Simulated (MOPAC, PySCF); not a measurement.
CH4S2, SMILES `CSS` (C–S–S–H torsion 87°), neutral singlet in the gas phase. 

Cartesian coordinates (Å):
```xyz
7

C     -0.9800    -0.0150     0.1991
S      0.4422    -1.1489     0.1785
S      1.9841     0.0385     0.8592
H     -1.8475    -0.6175    -0.0757
H     -0.8497     0.7842    -0.5279
H     -1.1260     0.3984     1.1945
H      2.3791     0.5716    -0.3157
```
Charge 0, spin multiplicity 1.

All levels are single points at this geometry (B3LYP-D3(BJ)/def2-TZVP); Pople sets use spherical d functions. Orbital energies aren't observables, and empty levels follow the basis.

B3LYP/3-21G in PySCF gives gap (eV) = 5.86.

### Question
Estimate the gap (eV) from each of these levels: B3LYP-D3(BJ)/def2-TZVP in PySCF; PBE-D3(BJ)/def2-TZVP in PySCF; B3LYP/6-311+G** in PySCF; B3LYP/6-31G* in PySCF; SVWN5/6-31G* in PySCF; HF/3-21G in PySCF; HF/6-31G* in PySCF; HF/STO-3G in PySCF; AM1 in MOPAC; PM3 in MOPAC; PM6 in MOPAC; PM7 in MOPAC.

### Answer

```
level                            gap (eV)
-------------------------------  --------
B3LYP-D3(BJ)/def2-TZVP in PySCF      5.82
PBE-D3(BJ)/def2-TZVP in PySCF        4.05
B3LYP/6-311+G** in PySCF             5.70
B3LYP/6-31G* in PySCF                5.83
SVWN5/6-31G* in PySCF                3.92
HF/3-21G in PySCF                   13.04
HF/6-31G* in PySCF                  13.05
HF/STO-3G in PySCF                  16.24
AM1 in MOPAC                         7.59
PM3 in MOPAC                         7.50
PM6 in MOPAC                         8.04
PM7 in MOPAC                         7.96
```
